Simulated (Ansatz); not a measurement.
`C[SiH]1PS1`, charge 0, multiplicity 1.

Give a relaxed structure at PBE0-D4/def2-TZVP (Ansatz). (An estimate is asked.)

Computed: 
Cartesian coordinates in Å:
```
C 0.236 1.282 -0.015
Si 0.428 -0.523 -0.410
P -0.481 -2.105 0.838
S -1.237 -1.583 -1.140
H 0.318 1.880 -0.926
H -0.740 1.466 0.438
H 1.015 1.608 0.678
H 1.723 -0.852 -1.050
H -1.262 -1.173 1.587
```
This is one stationary point; other conformers may exist.
